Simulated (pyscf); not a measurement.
# H₂B–O–C:–OH, singlet

Gas-phase minimum from PySCF at ωB97X-D3(BJ)/def2-SVP, one conformer. H₂B–O–C:–OH [singlet] lies 15.9 kcal/mol over its isomer H₂B–C(=O)–OH, and others may lie lower still (electronic energy, ωB97M-D3(BJ)). 

```
O
C 1 1.3628
O 2 1.2985 1 106.49
H 3 0.9824 2 110.49 1 -0.02
B 1 1.3820 2 119.21 3 -179.57
H 5 1.2032 1 120.00 2 -0.21
H 5 1.2054 6 124.66 1 179.97
```

Properties at ωB97X-D3(BJ)/def2-SVP:

- Harmonic wavenumbers, unscaled = 139, 325, 328, 632, 832, 944, 1069, 1076, 1217, 1295, 1381, 1419, 2620, 2740, 3600 cm⁻¹
- Zero-point energy = 28.0 kcal/mol
- Rotational symmetry number = 1
- Entropy of this conformer at 298 K and 1 atm, rigid rotor and harmonic oscillator, modes under 100 cm⁻¹ raised to 100 = 282.1 J/(mol K)
- Dipole moment = 2.33 D

Single-point totals, which compare only within one level (frozen core for MP2 and CC):

| level | total energy (hartree) |
|---|---|
| ωB97X-D3(BJ)/def2-TZVP | -215.30968 |
| PBE/def2-TZVP | -214.99656 |
| r²SCAN/def2-TZVP | -215.13088 |
| B3LYP-D3(BJ)/def2-TZVP | -215.26390 |
| PBE0-D3(BJ)/def2-TZVP | -215.00426 |
| M06-2X/def2-TZVP | -215.16871 |
| ωB97M-D3(BJ)/def2-TZVP | -215.30769 |
| HF/def2-TZVPP | -214.08403 |
| MP2/def2-TZVPP | -214.78972 |
| CCSD/def2-TZVPP | -214.81335 |
| CCSD(T)/def2-TZVPP | -214.84278 |

Soft torsions are taken as harmonic, which can shift the entropy by several J/(mol K). The CCSD(T) − MP2 part came from Ansatz, without density fitting, on the same reference.
